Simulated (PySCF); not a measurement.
# Reading the logs of faulty runs: AlBCH4O

Calculated results; nothing here was measured. They come from PySCF 2.14.0, an open-source quantum chemistry program, on an isolated molecule that a program drew, which may never have been made. The molecule is AlBCH4O (charge 0, singlet), drawn as the SMILES string `O=B[CH2][AlH2]`.

Each row is a Hartree-Fock (HF) and frozen-core CCSD(T) single point in the cc-pV(D+d)Z basis, meant for a local HF minimum. Run 1 is clean. Each other run has one planted mistake out of seven kinds, and not every kind appears here: one electron removed, one electron added, multiplicity raised by two, geometry at a saddle point, minimal basis STO-3G, one bond length entered in bohr, all coordinates scaled. The reference is restricted for singlets and unrestricted otherwise, and also for a bond in bohr. Adding or removing an electron swaps singlet and doublet. Electrons count all cores. HOMO and LUMO are orbital energies over both spins, the gradient is its largest component, and the lowest frequency (negative if imaginary) is given only where the gradient is small. Bond lengths are over the 7 bonds as drawn. T1 is the CCSD diagnostic: over 0.02 (restricted) or 0.045 (unrestricted) a single reference is doubtful.

Geometry of the clean run:
```xyz
8
AlBCH4O, angstrom
O     0.7013   -2.4403   -3.7476
B     0.7994   -2.0281   -2.6326
C     0.8658   -1.4722   -1.2090
Al   -0.7554   -0.4600   -0.6754
H     1.7417   -0.8179   -1.1404
H     1.0077   -2.3146   -0.5231
H    -0.7921    1.0992   -0.9034
H    -1.9517   -1.2338   -0.0013
```

| run | electrons | basis functions | <S^2> | HOMO (eV) | LUMO (eV) | gradient (hartree/bohr) | lowest frequency (cm^-1) | mean bond (Å) | longest bond (Å) | T1 | HF (hartree) | CCSD(T) (hartree) | mistake |
|---|---|---|---|---|---|---|---|---|---|---|---|---|---|
| 1 | 36 | 85 | 0.000 | -11.83 | 0.86 | 3.5e-05 | 71 | 1.4357 | 1.984 | 0.0161 | -381.73136 | -382.24530 | no fault |
| 2 | 36 | 85 | 2.024 | -5.53 | -3.35 | 9.7e-02 | - | 1.4357 | 1.984 | 0.0373 | -381.53063 | -382.04488 | multiplicity raised by two |
| 3 | 37 | 85 | 0.766 | 0.01 | 7.20 | 2.2e-02 | - | 1.4357 | 1.984 | 0.0163 | -381.71484 | -382.24164 | one electron added |
| 4 | 36 | 85 | 0.000 | -12.07 | 1.14 | 2.1e-01 | - | 1.3309 | 1.839 | 0.0134 | -381.68075 | -382.18228 | all coordinates scaled |
| 5 | 36 | 28 | 0.000 | -8.91 | 8.20 | 4.4e-02 | - | 1.4357 | 1.984 | 0.0177 | -377.02529 | -377.26390 | ? |
| 6 | 36 | 85 | 0.805 | -8.59 | 0.40 | 9.5e-03 | - | 1.6361 | 2.978 | 0.0563 | -381.63005 | -382.13554 | ? |

**Which mistake was planted in run 5, and what did it cost?**

It has 28 basis functions where the clean run has 85, with the same electrons and geometry. So the mistake is: minimal basis STO-3G. Subtracting run 1 and multiplying by 627.51 kcal/mol a hartree, the energy moved by 2953.1 kcal/mol in HF and 3125.9 kcal/mol in CCSD(T).

**Which mistake was planted in run 6, and what did it cost?**

The mean bond changes by a factor of 1.140 and the longest by 1.501, so the molecule wasn't scaled as a whole. A length L in bohr read as angstrom grows by (1/0.5292 - 1) L = 0.890 L. The 7 bonds together grew by 7 x 0.2004 = 1.403 Å, which gives L = 1.577 Å. That is the length of one of the Al-H bonds, 1.576 Å in the clean geometry. So the mistake is: one bond length entered in bohr. Subtracting run 1 and multiplying by 627.51 kcal/mol a hartree, the energy moved by 63.6 kcal/mol in HF and 68.9 kcal/mol in CCSD(T).

Cautions from the logs. Run 3: the HOMO is above zero, so the electron isn't bound and the energy depends on the basis; run 6: T1 is over the limit, so its CCSD(T) energy is less reliable.
